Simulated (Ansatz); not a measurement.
Cost and result for the atomization energy of CH$_{6}$AlNOS, SMILES `C[O][Al]([NH2])[SH]` (11 atoms, 10 bonds).

Cartesian coordinates in Å:
```
C 0.1613 0.5233 -1.9051
O -0.1858 -0.2939 -0.8323
Al -0.0843 -0.2570 0.8445
N -0.7119 -1.6175 1.7601
S 0.8046 1.4352 1.9053
H 0.8840 0.0149 -2.5523
H 0.6088 1.4747 -1.5875
H -0.7243 0.7566 -2.5057
H -0.6967 -1.6926 2.7629
H -1.1371 -2.4307 1.3473
H 1.0815 2.0871 0.7628
```

The species carries charge 0 and has multiplicity 1. The geometry is a stationary point of PBE0-D4/def2-TZVP. It is one conformer, not always the lowest. Program: Ansatz. All runs use 4 threads of an Arm Neoverse V1 on a shared host. Times are those of one run each, without the atoms' runs, and a repeat can differ threefold. Electronic energies, without spin–orbit coupling; frozen cores. CCSD(T)/CBS adds CCSD(T) − MP2 in def2-TZVPP to the MP2 limit, and its time is that of the two runs behind it. T1 = 0.011. B3LYP takes the VWN-RPA correlation (the form of Gaussian; ORCA's B3LYP/G).

CCSD(T)/CBS is a level of theory with its own doubt, some kJ/mol a heavy atom from the limit and from the frozen cores, so smaller differences don't rank the functionals.

```tsv
level	functions	wall time
LDA (SPW92)/def2-TZVPP	261	1.4 s
revPBE-D4/def2-TZVPP	261	2.4 s
PBE-D4/def2-TZVPP (with forces)	261	2.9 s
BHLYP-D4/def2-TZVPP	261	3.4 s
CCSD(T)/def2-SVP	108	4.8 s
B3LYP-D4/def2-TZVPP (with forces)	261	5.5 s
r2SCANh-D4/def2-TZVPP	261	6 s
B2PLYP/def2-TZVPP	261	6 s
PBE-QIDH/def2-TZVPP	261	6 s
B97M-V/def2-TZVPP	261	9 s
MP2/def2-QZVPP	491	22 s
CCSD(T)/def2-TZVPP	261	2.7 min
CCSD(T)/CBS(def2)	–	3.1 min
```

(1) What atomization energy does each give, and how far from CCSD(T)/CBS? (Estimate.)

## Answers

(1) The calculation gave: 
```tsv
level	atomization (kJ/mol)	difference from CCSD(T)/CBS	per bond
LDA (SPW92)/def2-TZVPP	4525.1	547.9	54.8
revPBE-D4/def2-TZVPP	3919.3	-57.9	-5.8
PBE-D4/def2-TZVPP (with forces)	4022.9	45.7	4.6
BHLYP-D4/def2-TZVPP	3842.1	-135.1	-13.5
CCSD(T)/def2-SVP	3694.3	-282.9	-28.3
B3LYP-D4/def2-TZVPP (with forces)	3962.9	-14.3	-1.4
r2SCANh-D4/def2-TZVPP	3942.9	-34.3	-3.4
B2PLYP/def2-TZVPP	3921.5	-55.7	-5.6
PBE-QIDH/def2-TZVPP	3919.3	-57.9	-5.8
B97M-V/def2-TZVPP	3981.1	3.9	0.4
MP2/def2-QZVPP	3996.3	19.1	1.9
CCSD(T)/def2-TZVPP	3855.0	-122.2	-12.2
CCSD(T)/CBS(def2)	3977.2	0.0	0.0
```

From PBE to PBE0 (25 % exact exchange), in def2-TZVPP and without D4, the atomization energy moves by −73.7 kJ/mol: exact exchange takes away binding that semilocal exchange gives to molecules. Leaving LDA and LC-ωPBE aside and taking each functional with its dispersion term where it has one, the values spread over 180.9 kJ/mol, from BHLYP-D4 to PBE-D4. LDA lies +523.7 kJ/mol from PBE without D4, its usual overbinding. In def2-TZVPP, CCSD(T) changes the Hartree–Fock value by +1041.0 kJ/mol (the triples alone add +59.7 kJ/mol) and MP2 by +1109.4 kJ/mol; breaking electron pairs costs correlation energy, which Hartree–Fock lacks.
